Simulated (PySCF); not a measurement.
SiCl3(SBu), C₄H₉Cl₃SSi.
Numbering: `[CH3:1][CH2:2][CH2:3][CH2:4][S:5][Si:6]([Cl:7])([Cl:8])[Cl:9]` (hydrogens: H10, H11, H12 on C1; H13, H14 on C2; H15, H16 on C3; H17, H18 on C4)

The same species was optimised twice, with GFN2-xTB and with PBE0-D3(BJ)/def2-SVP (PySCF), and the same property calculations (PySCF, gas phase) were run on both structures.

```tsv
coordinate	GFN2-xTB	PBE0-D3(BJ)/def2-SVP	change
S5–Si6 (Å)	2.149	2.102	-0.047
Si6–Cl8 (Å)	2.026	2.057	+0.031
Si6–Cl7 (Å)	2.013	2.042	+0.029
Si6–Cl9 (Å)	2.026	2.053	+0.027
C2–C3 (Å)	1.526	1.521	-0.005
C1–C2 (Å)	1.523	1.519	-0.004
C4–S5 (Å)	1.838	1.841	+0.003
C3–C4 (Å)	1.519	1.518	-0.001
C2–C3–C4 (°)	112.8	115.2	+2.4
C3–C4–S5 (°)	113.8	115.9	+2.1
S5–Si6–Cl8 (°)	112.4	114.3	+1.9
Cl8–Si6–Cl9 (°)	108.1	106.5	-1.6
C4–S5–Si6 (°)	103.0	101.6	-1.4
S5–Si6–Cl9 (°)	110.1	111.3	+1.2
C1–C2–C3 (°)	111.5	112.8	+1.3
Cl7–Si6–Cl8 (°)	108.6	107.9	-0.7
C1–C2–C3–C4 (°)	-175	-179	-4
C2–C3–C4–S5 (°)	60	55	-5
C3–C4–S5–Si6 (°)	66	63	-3
C4–S5–Si6–Cl7 (°)	158	163	+5
```

Rotational constants: A = 1031, B = 467.1, C = 440.6 MHz (GFN2-xTB) against A = 1011, B = 476.3, C = 448.6 MHz (PBE0-D3(BJ)/def2-SVP). Point groups within 0.08 Å: C1 and C1.

On the GFN2-xTB structure: HOMO (eV) -7.51 [PBE0/pcSseg-1]; LUMO (eV) -0.42 [PBE0/pcSseg-1]; dipole (D) 2.27 [PBE0/pcSseg-1]; GIAO shielding of C1 (ppm) 170.9 [PBE0/pcSseg-1]; GIAO shielding of C2 (ppm) 162.8 [PBE0/pcSseg-1]; GIAO shielding of C3 (ppm) 149.8 [PBE0/pcSseg-1]; GIAO shielding of C4 (ppm) 147.1 [PBE0/pcSseg-1]; GIAO shielding of S5 (ppm) 517.4 [PBE0/pcSseg-1]; GIAO shielding of Si6 (ppm) 320.0 [PBE0/pcSseg-1]; GIAO shielding of Cl7/Cl8/Cl9 (mean) (ppm) 775.3 [PBE0/pcSseg-1].

Problem. What do these properties become on the PBE0-D3(BJ)/def2-SVP structure?

Solution. 
```json
{"property": "HOMO (eV)", "level": "PBE0/pcSseg-1", "on GFN2-xTB": "-7.51", "on PBE0-D3(BJ)/def2-SVP": "-7.74", "change": "-0.23"}
{"property": "LUMO (eV)", "level": "PBE0/pcSseg-1", "on GFN2-xTB": "-0.42", "on PBE0-D3(BJ)/def2-SVP": "-0.63", "change": "-0.21"}
{"property": "dipole (D)", "level": "PBE0/pcSseg-1", "on GFN2-xTB": "2.27", "on PBE0-D3(BJ)/def2-SVP": "2.66", "change": "+0.39"}
{"property": "energy, GFN2-xTB geometry as zero (kcal/mol)", "level": "PBE0/pcSseg-1", "on GFN2-xTB": "0.0", "on PBE0-D3(BJ)/def2-SVP": "-1.4", "change": "-1.4"}
{"property": "GIAO shielding of C1 (ppm)", "level": "PBE0/pcSseg-1", "on GFN2-xTB": "170.9", "on PBE0-D3(BJ)/def2-SVP": "169.2", "change": "-1.7"}
{"property": "GIAO shielding of C2 (ppm)", "level": "PBE0/pcSseg-1", "on GFN2-xTB": "162.8", "on PBE0-D3(BJ)/def2-SVP": "162.1", "change": "-0.7"}
{"property": "GIAO shielding of C3 (ppm)", "level": "PBE0/pcSseg-1", "on GFN2-xTB": "149.8", "on PBE0-D3(BJ)/def2-SVP": "150.4", "change": "+0.6"}
{"property": "GIAO shielding of C4 (ppm)", "level": "PBE0/pcSseg-1", "on GFN2-xTB": "147.1", "on PBE0-D3(BJ)/def2-SVP": "146.8", "change": "-0.3"}
{"property": "GIAO shielding of S5 (ppm)", "level": "PBE0/pcSseg-1", "on GFN2-xTB": "517.4", "on PBE0-D3(BJ)/def2-SVP": "540.7", "change": "+23.3"}
{"property": "GIAO shielding of Si6 (ppm)", "level": "PBE0/pcSseg-1", "on GFN2-xTB": "320.0", "on PBE0-D3(BJ)/def2-SVP": "316.2", "change": "-3.8"}
{"property": "GIAO shielding of Cl7/Cl8/Cl9 (mean) (ppm)", "level": "PBE0/pcSseg-1", "on GFN2-xTB": "775.3", "on PBE0-D3(BJ)/def2-SVP": "763.5", "change": "-11.8"}
```

The heavy atoms differ by 0.089 Å rms after alignment. Among bonds between heavy atoms S5–Si6 changes most (-0.047 Å). Changes are differences of the printed values. Neither structure is proved a minimum here.

Conformer computed: `[CH3:1][CH2:2][CH2:3][CH2:4][S:5][Si:6]([Cl:7])([Cl:8])[Cl:9]`: C1–C2–C3–C4 -179°, C2–C3–C4–S5 55°, C3–C4–S5–Si6 63°, C4–S5–Si6–Cl7 163°.
